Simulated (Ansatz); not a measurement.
C2H6BFOSi, SMILES `O[SiH]1CB(F)C1`. Total charge 0; spin multiplicity 1. The structure was optimised at the PBE0-D4/def2-TZVP level. It is one conformer, not always the lowest.

```xyz
12

O    -1.934    1.118   -0.358
Si   -0.892   -0.108   -0.014
C     0.624   -0.334   -1.119
B     1.341   -0.414    0.278
F     2.341   -1.223    0.602
C     0.392    0.340    1.280
H    -2.652    0.937   -0.966
H    -1.634   -1.373    0.235
H     0.764   -1.107   -1.871
H     0.785    0.655   -1.569
H     0.510    1.427    1.169
H     0.354    0.082    2.335
```

**Question.** What is the dipole moment at PBE/def2-TZVPP? (Best estimate.)

**Answer.** Computed: 1.98 D, with components (-1.57, 0.43, -1.14) D in this frame, pointing from negative to positive charge.

**Question.** And with r2SCAN, B3LYP, ωB97M-V? (An estimate is asked.)

**Answer.** Computed: r2SCAN 2.04 D, B3LYP 2.06 D, ωB97M-V 2.07 D.

**Question.** Give the Mulliken charges with PBE, B3LYP, ωB97M-V in def2-TZVPP. (Estimate.)

**Answer.** The calculation gave: 
| atom | PBE | B3LYP | ωB97M-V |
| --- | --- | --- | --- |
| O1 | -0.35 | -0.40 | -0.38 |
| Si2 | 0.37 | 0.49 | 0.46 |
| C3 | -0.34 | -0.39 | -0.43 |
| B4 | 0.35 | 0.42 | 0.39 |
| F5 | -0.21 | -0.25 | -0.25 |
| C6 | -0.31 | -0.36 | -0.41 |
| H7 | 0.18 | 0.18 | 0.17 |
| H8 | -0.10 | -0.11 | -0.06 |
| H9 | 0.08 | 0.09 | 0.11 |
| H10 | 0.12 | 0.11 | 0.14 |
| H11 | 0.12 | 0.11 | 0.14 |
| H12 | 0.09 | 0.10 | 0.11 |

B3LYP here is the variant with VWN-RPA as its local correlation; programs differ in this.
